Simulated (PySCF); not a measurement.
What settings do to a single point of ReH6

The sound run of ReH6 (doublet) uses PySCF 2.14.0, UKS TPSS, Re def2-SVP with ECP60, H def2-SVP; non-relativistic Hamiltonian with scalar-relativistic core potentials where named; density fitting; no spin-orbit coupling, grid (50, 194), threshold 1e-8 Eh and 55 cycles, at the relaxed geometry:

```xyz
7

Re    0.0000    0.0000   -0.1209
H     1.0528    0.0000    1.1634
H    -0.5264    0.9118    1.1634
H    -0.5264   -0.9118    1.1634
H     1.5472    0.0000   -0.7471
H    -0.7736    1.3400   -0.7471
H    -0.7736   -1.3399   -0.7471
```

There Re1 has a Mulliken charge of 0.55 e and the dipole about the centre of mass is 0.18 D. Each run below changes one thing and starts from free metal ions and neutral atoms unless it says otherwise; with 55 cycles, smearing, a level shift and second-order steps follow where DIIS fails, and their cycles count. Energy shifts count from the sound run.

```json
{"change": "start from a density of up to 30 smeared cycles (not counted)", "outcome": "converged", "cycles": "8", "energy shift (eV)": "0.0000", "largest force component (eV/Å)": "0.01", "charge on Re1 (e)": "0.55", "dipole about the centre of mass (D)": "0.18"}
{"change": "cycle limit 3", "outcome": "not converged", "cycles": "3", "energy shift (eV)": "–", "largest force component (eV/Å)": "–", "charge on Re1 (e)": "–", "dipole about the centre of mass (D)": "–"}
{"change": "all coordinates × 0.94", "outcome": "converged", "cycles": "9", "energy shift (eV)": "0.56", "largest force component (eV/Å)": "2.88", "charge on Re1 (e)": "0.62", "dipole about the centre of mass (D)": "0.07"}
{"change": "threshold 1e-06", "outcome": "converged", "cycles": "9", "energy shift (eV)": "0.0000", "largest force component (eV/Å)": "0.01", "charge on Re1 (e)": "0.55", "dipole about the centre of mass (D)": "0.18"}
```

**Question.** How does the run with this change end: grid (10, 14)?

**Answer.** outcome converged, cycles 12, energy shift (eV) -7.22, largest force component (eV/Å) 3.40, charge on Re1 (e) 0.45, dipole about the centre of mass (D) 0.46.

Unsound on purpose, so not properties of the compound: grid (10, 14).

Started from ions, an open shell can land on another state than the sound run's, and that then enters the shifts.

Forces carry noise of the integration grid, about 0.01 to 0.03 eV/Å.

No frequency check is given that shows the relaxed geometry to be a minimum. Open shells may have lower solutions than the one found.
